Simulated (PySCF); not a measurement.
**¹⁷O chemical shifts**

PySCF 2.14 calculation with geometry from GFN2-xTB and PBE0/pcSseg-1 with gauge-including orbitals; no relativistic terms, a single conformation, isolated molecule, rapidly exchanging positions averaged.

Shieldings were converted by a linear fit to measured shifts: ¹⁷O (scatter 10.7 ppm rms, 12.2 ppm with the 3 outliers that the fit left out vs liquid water, solution or neat liquid). Occasional misses reach two or three times the rms, and more in compound classes unlike the fitted ones.

**Question.** Give the ¹⁷O shifts of `CO[C@@H]1[C@H](C)C[C@]1(F)C(=O)Cl`, `CC(=O)c1occ(Cl)p1`, `CC/C=C\CO[SiH2]N`, `CO[Si@@H]1CO[Si@H]1S[SiH3]`, `C#C[SiH2][Si@H]1C[C@H](O[SiH3])C1`.

**Answer.** 
```tsv
compound	environment	δ (ppm)
[CH3:1][O:2][C@@H:3]1[C@H:4]([CH3:5])[CH2:6][C@:7]1([F:8])[C:9](=[O:10])[Cl:11]	O10: carbonyl oxygen	506.0
[CH3:1][O:2][C@@H:3]1[C@H:4]([CH3:5])[CH2:6][C@:7]1([F:8])[C:9](=[O:10])[Cl:11]	O2: ether oxygen	-2.8
[CH3:1][C:2](=[O:3])[c:4]1[o:5][cH:6][c:7]([Cl:8])[p:9]1	O3: ketone oxygen	519.1
[CH3:1][C:2](=[O:3])[c:4]1[o:5][cH:6][c:7]([Cl:8])[p:9]1	O5: aromatic ring oxygen	273.2
CC/C=C\CO[SiH2]N	oxygen bonded to C, Si	-3.0
[CH3:1][O:2][Si@@H:3]1[CH2:4][O:5][Si@H:6]1[S:7][SiH3:8]	O5: oxygen bonded to C, Si, in a 4-membered ring	3.7
[CH3:1][O:2][Si@@H:3]1[CH2:4][O:5][Si@H:6]1[S:7][SiH3:8]	O2: oxygen bonded to C, Si	-24.4
C#C[SiH2][Si@H]1C[C@H](O[SiH3])C1	oxygen bonded to C, Si	25.9
```
